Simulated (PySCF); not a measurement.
PySCF job for ZrBr3, SMILES [Br][Zr]([Br])[Br] (connectivity only; charge and spin as stated), neutral, multiplicity 2, IEF-PCM-B3LYP/def2-SVP. Coordinates come from a B3LYP-D3(BJ)/def2-SVP optimisation. The multiplicity is an assumed one; other spin states were not compared. The def2 effective core potentials stand for the cores of Zr; spin–orbit coupling is left out.

```python
import numpy as np
from pyscf import gto, scf, dft
from pyscf.solvent import pcm

mol = gto.M(
    atom='''
    Zr   -0.00000000    0.00000000   -0.00000000
    Br    2.49517816   -0.00000000    0.00000000
    Br   -1.24758908   -2.16088767    0.00000000
    Br   -1.24758908    2.16088767    0.00000000
    ''',
    basis='def2-SVP',
    ecp={'Zr': 'def2-svp'},
    charge=0,
    spin=1,
    max_memory=1600,
    verbose=3,
)
mf = dft.UKS(mol, xc='b3lyp').density_fit(auxbasis='def2-universal-jkfit')
mf.grids.level = 3
mf.conv_tol = 1e-9
mf.max_cycle = 100
mf.kernel()
fine, coarse = mf.grids, dft.Grids(mol).set(level=1).build(with_non0tab=True)
for _ in range(3):  # follow internal instabilities
    mf.grids = coarse
    mo, _, stable, _ = mf.stability(return_status=True, nroots=4)
    mf.grids = fine
    if stable:
        break
    mf.kernel(mf.make_rdm1(mo, mf.mo_occ))
res = {}
for name, eps in {'water': 78.355, 'cyclohexanone': 15.619, 'chlorobenzene': 5.6968}.items():
    s = mf.PCM()
    s.with_solvent.method, s.with_solvent.eps, s.with_solvent.lebedev_order = 'IEF-PCM', eps, 29
    s.kernel(mf.make_rdm1())
    res[name] = (s.e_tot, eps, s.dip_moment(), s.mo_energy, s.converged)
    print(f'{name}: electrostatic solvation free energy {(s.e_tot - mf.e_tot) * 627.509474:.3f} kcal/mol')
```

Log of the run:

```

WARN: HOMO -0.451092555906418 >= LUMO -0.451092555906437

converged SCF energy = -7768.88275588303  <S^2> = 0.75243592  2S+1 = 2.0024344
<class 'pyscf.df.df_jk.DFUKS'> wavefunction is stable in the internal stability analysis

WARN: PCM is an experimental feature. It is still in testing.
Features and APIs may be changed in the future.

converged SCF energy = -7768.88970605518  <S^2> = 0.75217449  2S+1 = 2.0021733
Dipole moment(X, Y, Z, Debye):  0.00354, -0.00000, -0.00000
water: electrostatic solvation free energy -4.361 kcal/mol

WARN: PCM is an experimental feature. It is still in testing.
Features and APIs may be changed in the future.

converged SCF energy = -7768.88907319414  <S^2> = 0.75219668  2S+1 = 2.0021955
Dipole moment(X, Y, Z, Debye):  0.00353, -0.00000, -0.00000
cyclohexanone: electrostatic solvation free energy -3.964 kcal/mol

WARN: PCM is an experimental feature. It is still in testing.
Features and APIs may be changed in the future.

converged SCF energy = -7768.8878648261  <S^2> = 0.75223996  2S+1 = 2.0022387
Dipole moment(X, Y, Z, Debye):  0.00320, -0.00000, -0.00000
chlorobenzene: electrostatic solvation free energy -3.206 kcal/mol
```

The run converged.
